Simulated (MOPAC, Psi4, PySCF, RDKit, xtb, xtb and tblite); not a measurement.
Two geometries of C₄H₆Si₂, SMILES C#C[SiH2][SiH2]C#C, singlet, relaxed at GFN2-xTB with one dihedral held; other torsions can differ between them too.

Structure A

```
12

C      3.5188     0.1200     0.8929
C      2.4307     0.4014     0.4649
Si     0.7375     0.7929    -0.1732
Si    -0.7097    -0.9054     0.4481
C     -2.4490    -0.2762     0.3678
C     -3.5683     0.1595     0.3081
H      4.4752    -0.1175     1.2632
H      0.8812     0.9439    -1.6293
H      0.3890     2.1084     0.3832
H     -0.5149    -1.3814     1.8254
H     -0.6636    -2.0748    -0.4431
H     -4.5514     0.5325     0.2583
```

Structure B

```
12

C      3.5321     0.1325     0.9061
C      2.4424     0.4054     0.4768
Si     0.7490     0.7900    -0.1649
Si    -0.7053    -0.9038     0.4529
C     -2.3265    -0.1608     0.9498
C     -3.3685     0.3496     1.2662
H      4.4895    -0.0989     1.2777
H      0.8961     0.9314    -1.6221
H      0.3987     2.1089     0.3814
H     -0.2506    -1.6944     1.6055
H     -1.0124    -1.8392    -0.6407
H     -4.2839     0.7882     1.5452
```

Task: Which is lower in energy at the level DF-MP2 (frozen core)/cc-pVTZ // GFN2-xTB in Psi4 1.11, and by how much?

Result: A is lower, by 0.63 kcal/mol (dihedral C2–Si3–Si4–C5: 160° in A, 140° in B).

E(B) − E(A) in kcal/mol at the other levels, on the same two geometries: GFN2-xTB (xtb and tblite) 0.04; MMFF94 // GFN2-xTB (RDKit) 0.66; PBE0/def2-TZVP // GFN2-xTB (Psi4) 0.60; PBE0-D3(BJ)/def2-TZVP // GFN2-xTB (Psi4) 0.59; PBE/def2-TZVP // GFN2-xTB (Psi4) 0.60; PBE-D3(BJ)/def2-TZVP // GFN2-xTB (Psi4) 0.59; HF/cc-pVTZ // GFN2-xTB (Psi4) 0.64; UFF // GFN2-xTB (RDKit) 0.59; AM1, restricted, heats of formation // GFN2-xTB (MOPAC) 0.08; PM6, restricted, heats of formation // GFN2-xTB (MOPAC) 0.28; GFN1-xTB // GFN2-xTB (xtb) 0.24; restricted B3LYP/6-31G*, spherical d, density fitting // GFN2-xTB (PySCF) 0.62; restricted B3LYP/6-311+G**, spherical d, density fitting // GFN2-xTB (PySCF) 0.58; restricted LDA (SVWN5)/6-31G*, spherical d, density fitting // GFN2-xTB (PySCF) 0.59.

MMFF94 has few fitted parameters for silicon.
